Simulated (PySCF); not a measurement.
C₂H₄ClFOSi.

```xyz
10

C     -1.3348    -0.9819     1.0512
Si    -0.2670    -0.0973    -0.1629
F     -0.8938    -0.1688    -1.6610
Cl    -0.0423     1.8928     0.3000
C      1.4850    -0.8619    -0.2214
O      1.7470    -1.7836     0.5189
H     -1.4333    -2.0396     0.7613
H     -2.3363    -0.5292     1.1046
H     -0.8728    -0.9428     2.0496
H      2.2663    -0.4531    -0.9175
```
Charge 0, spin multiplicity 1.

Geometry optimised at ωB97X-D3(BJ)/def2-SVP. The structure was generated by enumeration; whether it is a known compound was not checked. The values are those of a single conformer.

Level of theory: PBE0/pcSseg-1 in PySCF. Non-relativistic, no solvent.

### Question
Give the absolute GIAO shielding of each atom: isotropic value and principal components (ppm). (The exact figures need the calculation; the answer reports its results.)

### Answer

```
atom  σ(iso)      σ11     σ22     σ33    span
----  ------  -------  ------  ------  ------
C1     186.8    177.7   188.3   194.6    16.9
Si2    357.0    294.2   325.1   451.5   157.4
F3     328.5    274.7   342.6   368.3    93.6
Cl4    895.9    739.3   934.7  1013.6   274.3
C5     -53.5   -158.5   -91.9    89.9   248.4
O6    -595.2  -1626.0  -577.3   417.6  2043.6
H7      30.7     26.6    27.1    38.2    11.6
H8      30.7     26.4    28.7    37.0    10.7
H9      30.8     27.0    27.9    37.5    10.6
H10     19.9     14.7    20.6    24.4     9.8
```
